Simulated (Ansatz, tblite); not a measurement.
Removing and adding an electron: fac-CrCl3(PH3)3 (CrP₃H₉Cl₃). Charge 0, multiplicity 4. Geometry: PBE-D4/def2-SVP. Ansatz, gas phase; energy differences of separate SCF runs; the oxidised species was run as a triplet alone; the reduced species was run as a quintet alone.

```
atom   x (Å)   y (Å)   z (Å)
 Cr1   0.415  -0.799   0.274
 Cl2   0.096  -1.364   2.475
  P3   0.595   0.016  -1.982
  H4   1.223   1.272  -2.283
  H5  -0.556   0.165  -2.826
  H6   1.379  -0.838  -2.807
 Cl7  -0.253  -2.685  -0.851
  P8   0.939   1.316   1.293
  H9   1.919   1.198   2.317
 H10  -0.050   2.077   2.001
 H11   1.516   2.394   0.540
Cl12   2.699  -0.841   0.050
 P13  -1.968  -0.499   0.405
 H14  -2.631  -1.643   0.929
 H15  -2.767  -0.282  -0.768
 H16  -2.557   0.514   1.234
```

The xTB rows come from tblite.

```
            level  −HOMO (eV)  vertical IE (eV)  −LUMO (eV)  vertical EA (eV)  HOMO–LUMO gap (eV)  IE − EA (eV)                                     remarks
         GFN1-xTB           –             12.96           –              6.31                   –          6.65                                           –
 PBE-D4/def2-TZVP        5.27              7.75        3.03                 –                2.24             –  spin-contaminated (⟨S²⟩ 2.12) (+1 triplet)
PBE0-D4/def2-TZVP        7.11                 –        2.13              1.04                4.98             –                HOMO above zero (-1 quintet)
```

(1) Estimate the rows for GFN2-xTB, r2SCAN-D4/def2-TZVP.

Results:

(1) 
```tsv
level	−HOMO (eV)	vertical IE (eV)	−LUMO (eV)	vertical EA (eV)	HOMO–LUMO gap (eV)	IE − EA (eV)	remarks
GFN2-xTB	–	11.57	–	4.84	–	6.73	–
r2SCAN-D4/def2-TZVP	5.82	8.14	2.94	0.76	2.88	7.38	HOMO above zero (-1 quintet), spin-contaminated (⟨S²⟩ 2.24) (+1 triplet)
```

Run but left out: PBE0-D4/def2-TZVP (charge +1 triplet: ⟨S²⟩ 2.34, where a pure state has 2.00); PBE-D4/def2-TZVP (charge -1 quintet: an occupied level 0.09 eV above an empty one).   A HOMO above zero means that the electron is unbound at that level or that self-interaction error raises the level; the energy of removing that electron tells which. HOMO and LUMO are the levels of the spin that leaves or enters (xTB has no such levels and no spin-polarisation term). Other spin states of the ions may lie lower, which would lower the ionisation energy or raise the affinity. Raw xTB energy differences between charge states are shifted by several eV; the methods need an empirical correction for them. Sets without diffuse functions give affinities that are too small.
